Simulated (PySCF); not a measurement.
# A thermochemical cycle for Tl2

PBE in PySCF with def2-SVP on every atom (core potentials on Tl), for the lowest determinant that a PBE0 search found; no spin–orbit coupling. Tl2, a triplet (σ ↑, π ↑), has De = 1.28 eV to neutral atoms, and Tl₂⁺, a doublet (σ ↑), has De = 1.46 eV to Tl⁺ + Tl.

The adiabatic ionisation energy of Tl2, between the minima, is 5.23 eV.

Which ionisation energy of the Tl atom does this level give?

IE(Tl) = IE(molecule) + De(ion) − De(neutral) = 5.23 + 1.46 − 1.28 = 5.41 eV; the measured value is 6.108 eV (NIST ASD).

These are scalar-relativistic numbers at best; spin–orbit coupling would shift them, the dissociation energy most. States were picked by a PBE0 search and need not be the measured ground states.
